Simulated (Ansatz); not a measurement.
```yaml
crystal:
  periodic: [false, false, false]
  atoms:
    - {symbol: O, position_ang: [-0.350788, 0.204422, -1.136249]}
    - {symbol: Si, position_ang: [-0.304609, -0.494560, -0.589723]}
    - {symbol: F, position_ang: [0.273054, -1.270900, -0.900935]}
    - {symbol: Si, position_ang: [0.437292, 0.039591, 0.827576]}
    - {symbol: O, position_ang: [-0.406977, 0.554236, 1.380780]}
    - {symbol: Cl, position_ang: [1.214763, 0.900428, 0.165352]}
    - {symbol: H, position_ang: [0.228640, 0.675938, -1.261682]}
    - {symbol: H, position_ang: [-1.295310, -0.833242, -0.498241]}
    - {symbol: H, position_ang: [0.783865, -0.671522, 1.200505]}
    - {symbol: H, position_ang: [-0.543879, 1.088446, 0.970834]}
basis:
  gaussian: {orbitals: aug-cc-pVTZ, nuclear_model: gaussian}
hamiltonian: {xc: {name: PBE0}, dispersion: d4}
scf: {lower_state_search: full}
output: {forces: true}
```

```sh
$ ansatz run in.yaml --threads 4 --pin off --events-out ev --progress --plain --max-ram 10444MiB
```

Shortened log:

```
Functional definition: PBE0
1989 factors; their error is unknown
mean field evaluation 1: about -34970.1280 eV, gradient 1.6e2 eV
mean field evaluation 2: about -34773.9379 eV, gradient 3.3e2 eV
mean field evaluation 4: about -35007.2600 eV, gradient 2.4e1 eV
mean field evaluation 8: about -35008.2007 eV, gradient 1.1e-1 eV
mean field evaluation 16: about -35008.3302 eV, gradient 5.2e-3 eV
mean field -35008.33019413 eV, -1286.5324051357 hartree, gradient 2.1e-5 eV, S^2 0.000000; 0 other end points of the search recorded, 0 dependent functions left out
reference -35008.33024992 eV, -1286.5324071859 hartree; 37, 37 occupied and 343, 343 virtual orbitals, 1989 factors
Total energy: -35008.62177313 eV, -1286.5431204664 hartree
Atom 0 at    -0.350788     0.204422    -1.136249 Å, force   -29.556882   207.649096  -166.528875 eV/Å
Atom 1 at    -0.304609    -0.494560    -0.589723 Å, force   -56.755380  -119.162376   184.516917 eV/Å
Atom 2 at     0.273054    -1.270900    -0.900935 Å, force    79.664191  -111.063680   -43.850492 eV/Å
Atom 3 at     0.437292     0.039591     0.827576 Å, force     0.900202   -41.912022     3.221566 eV/Å
Atom 4 at    -0.406977     0.554236     1.380780 Å, force   -52.150232     7.979464    64.396096 eV/Å
Atom 5 at     1.214763     0.900428     0.165352 Å, force    56.536913    55.952658   -38.959585 eV/Å
Atom 6 at     0.228640     0.675938    -1.261682 Å, force    13.975594    17.055142    -8.265584 eV/Å
Atom 7 at    -1.295310    -0.833242    -0.498241 Å, force   -22.283139    -8.010564     3.366129 eV/Å
Atom 8 at     0.783865    -0.671522     1.200505 Å, force    21.373709   -41.178683    22.907307 eV/Å
Atom 9 at    -0.543879     1.088446     0.970834 Å, force   -11.704976    32.690964   -20.803480 eV/Å
Dipole moment:     0.213399     0.364018    -0.279135 e Å
```

What is wrong with this run?

The geometry is squeezed to about two thirds of its size. Self-consistency was reached. The result belongs to that input, not to the molecule as meant.
